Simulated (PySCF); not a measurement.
CH₉BO₂Si₂, SMILES OB(O)[SiH2]C[SiH3] (GFN2-xTB optimised geometry):

```
15

O      1.106    -2.173     0.808
B      1.731    -1.230     0.061
O      2.861    -1.502    -0.636
Si     0.988     0.595     0.000
C     -0.924     0.595     0.000
Si    -1.758     2.296     0.000
H      1.489    -3.054     0.837
H      3.218    -2.393    -0.588
H      1.420     1.373    -1.178
H      1.404     1.425     1.153
H     -1.264     0.034     0.871
H     -1.276     0.033    -0.867
H     -1.389     3.046    -1.201
H     -1.377     3.054     1.192
H     -3.218     2.129     0.007
```

Method: PBE0/def2-TZVP in PySCF.

### Question
What are the frontier orbital energies and the dipole moment?

### Answer
HOMO-2 -9.03 eV, HOMO-1 -8.66 eV, HOMO -8.04 eV, LUMO -0.24 eV, LUMO+1 0.17 eV; dipole moment 4.09 D.

Meta-Löwdin charges at PBE0/def2-TZVP: O1 -0.51, B2 0.27, O3 -0.51, Si4 0.47, C5 -0.67, Si6 0.49, H7 0.34, H8 0.34, H9 -0.09, H10 -0.09, H11 0.14, H12 0.13, H13 -0.10, H14 -0.10, H15 -0.10.
